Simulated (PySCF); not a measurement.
## GeF₃: breathing scan

Level of theory: UPBE0 in PySCF with Ge def2-SVP, F def2-SVP; no relativity; density-fitted integrals.

Rigid scan from the doublet minimum (Ge–F 1.728 Å (×3); F–Ge–F 106.5° (×3)). Coordinate: all bonds to the central atom scaled together. Energies in kJ/mol from the minimum.

```tsv
scale of all bonds to the centre	E (kJ/mol)	dipole size (D)	⟨S²⟩
0.88	287.6	1.28	0.75
0.92	110.5	1.57	0.75
0.96	24.0	1.86	0.75
1.00	0.0	2.14	0.75
1.04	18.4	2.41	0.75
1.08	64.9	2.66	0.76
1.14	165.6	3.00	0.76
1.22	323.4	3.37	0.77
1.35	572.1	3.86	0.82
```

Other isomers or separated fragments may lie lower.

The scan took of the order of 70 core-seconds on a shared host.
